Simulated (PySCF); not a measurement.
Electron correlation in S⁺ (sulfur, charge +1)

[Ne] 3s2 3p3, high-spin 4S determinant. Calculation: PySCF 2.14, in aug-cc-pV(D+d)Z (5s4p3d, 32 functions); the non-relativistic Hamiltonian (point nucleus). Frozen: [Ne]; 5 electrons correlated.

MP2 pair energies summed by pair of shells (mhartree):

```csv
pair,energy,share (%)
3s-3p,-46.35,64.5
3p-3p,-17.62,24.5
3s-3s,-7.89,11.0
```

Total MP2 correlation energy: -71.86 mhartree.

Same-spin part -19.67 and opposite-spin part -52.19 mhartree; SCS-MP2 scales them by 1/3 and 6/5 to -69.18 mhartree.

```tsv
level	correlation energy (mhartree)
CCSD	-92.15
(T)	-1.36
CCSD(T)	-93.51
```

Diagnostics: T1 = 0.0020, D1 = 0.0061, largest double amplitude 0.056.

Task: Is a single reference adequate?

Result: Yes: T1 lies below 0.03 and no double amplitude reaches 0.07.
